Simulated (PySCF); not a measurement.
Steps of a relaxation of NdCl3(NH3)

NdCl3(NH3) (singlet in the valence; each metal's 4f electrons, 3 of them, lie in its core potential, out of spins and levels). PySCF 2.14.0, RKS TPSS, Nd lcecp-1-SVP with ECP49, Cl def2-SVP, N def2-SVP, H def2-SVP; non-relativistic Hamiltonian with scalar-relativistic core potentials where named; density fitting; no spin-orbit coupling. Origin of the start: template. Columns: position (Å) and force (eV/Å). Energies are counted from the last step; some of the 12 steps are shown. Forces carry noise of the integration grid, about 0.01 to 0.03 eV/Å.

Run from Python with OMP_NUM_THREADS=2. Where DIIS fails, smearing, a level shift and second-order steps follow.
It took 110 s on 2 threads of Intel(R) Xeon(R) Platinum 8488C (Sapphire Rapids), with other jobs on the host, from the converged density of the start.

```xyz
8
step 0  E = 0.399 eV
Nd   -0.1063    0.1063   -0.1063     1.08   -1.08    1.08
Cl    1.4414    1.6540    1.4414    -0.75   -0.51   -0.75
Cl   -1.6540   -1.4414    1.4414     0.51    0.75   -0.75
Cl    1.4414   -1.4414   -1.6540    -0.75    0.75    0.51
N    -1.5973    1.5973   -1.5973     0.21   -0.21    0.21
H    -2.2105    2.2105   -1.0602    -0.26    0.26    0.23
H    -1.0602    2.2105   -2.2105     0.23    0.26   -0.26
H    -2.2105    1.0602   -2.2105    -0.26   -0.23   -0.26
```

```xyz
8
step 4  E = 0.026 eV
Nd    0.0109   -0.0109    0.0109    -0.01    0.01   -0.01
Cl    1.2899    1.8297    1.2899    -0.09   -0.07   -0.09
Cl   -1.8297   -1.2899    1.2899     0.07    0.09   -0.09
Cl    1.2899   -1.2899   -1.8297    -0.09    0.09    0.07
N    -1.5047    1.5047   -1.5047     0.05   -0.05    0.05
H    -2.1244    2.1244   -0.9635     0.02   -0.02    0.02
H    -0.9635    2.1244   -2.1244     0.02   -0.02    0.02
H    -2.1244    0.9635   -2.1244     0.02   -0.02    0.02
```

```xyz
8
step 7  E = 0.004 eV
Nd    0.0552   -0.0552    0.0552    -0.11    0.11   -0.11
Cl    1.1992    1.9465    1.1992     0.00   -0.01    0.00
Cl   -1.9465   -1.1992    1.1992     0.01    0.00    0.00
Cl    1.1992   -1.1992   -1.9465     0.00    0.00    0.01
N    -1.4433    1.4433   -1.4433     0.04   -0.04    0.04
H    -2.0609    2.0609   -0.8978     0.02   -0.02    0.01
H    -0.8978    2.0609   -2.0609     0.01   -0.02    0.02
H    -2.0609    0.8978   -2.0609     0.02   -0.01    0.02
```

Where does the relaxation end?

It converges at step 11 in C3v:
```xyz
8
step 11  E = 0
Nd    0.0453   -0.0453    0.0453
Cl    1.1837    1.9629    1.1837
Cl   -1.9629   -1.1837    1.1837
Cl    1.1837   -1.1837   -1.9629
N    -1.4313    1.4313   -1.4313
H    -2.0464    2.0464   -0.8813
H    -0.8813    2.0464   -2.0464
H    -2.0464    0.8813   -2.0464
```

How did the contacts change?


| contact | start (Å) | end (Å) |
| --- | --- | --- |
| Nd1–Cl2 (Cl) | 2.681 | 2.574 |
| Nd1–Cl3 (Cl) | 2.681 | 2.574 |
| Nd1–Cl4 (Cl) | 2.681 | 2.574 |
| Nd1–N5 (NH3) | 2.582 | 2.558 |


No frequency check is given that shows the relaxed geometry to be a minimum. An lcecp potential fixes the number of 4f electrons, so in runs with it no electron can move into or out of that shell.
